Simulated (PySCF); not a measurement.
Isomers of C3H7Al. Theory: PySCF, PBE0-D3(BJ)/def2-SVP geometry optimisation, gas phase. One conformer each; no zero-point energy, no entropy. No frequencies were run at this level. Point groups hold within 0.08 Å.

Problem. Order them by energy at this level, lowest first, and give relative energies in kcal/mol.
A. `[CH2:1]=[CH:2][CH2:3][AlH2:4]` with C1–C2–C3–Al4 -5°, C2–C3–Al4–H -84° and 97°
B. `[CH2:1]=[CH:2][AlH:3][CH3:4]` with C1–C2–Al3–C4 0°

Solution. B (0.0), A (11.0).

| SMILES | E (Eh) | E rel (kcal/mol) | dipole (D) | point group | A, B, C (MHz) |
| --- | --- | --- | --- | --- | --- |
| C=[CH][AlH][CH3] | -360.50614 | 0.0 | 0.87 | Cs | 10246, 3601, 2710 |
| C=C[CH2][AlH2] | -360.48866 | 11.0 | 1.06 | near Cs | 10986, 3772, 2986 |

Problem. How do the relative energies change in single points at PBE0/pcSseg-1 (no added dispersion term) on the same geometries?

Solution. 
```
          SMILES  PBE0-D3(BJ)/def2-SVP (kcal/mol)  PBE0/pcSseg-1 (kcal/mol)  shift
C=[CH][AlH][CH3]                              0.0                       0.0    0.0
  C=C[CH2][AlH2]                             11.0                      12.1   +1.1
```

Each column counts from its own lowest isomer. The order is unchanged; the largest shift is 1.1 kcal/mol.

Problem. As an exercise, what shares would exp(−E/RT) give at 2000 K from these electronic energies alone (no entropy, no degeneracies)?

Solution. RT = 3.974 kcal/mol: C=[CH][AlH][CH3] 94.0 %, C=C[CH2][AlH2] 6.0 %.
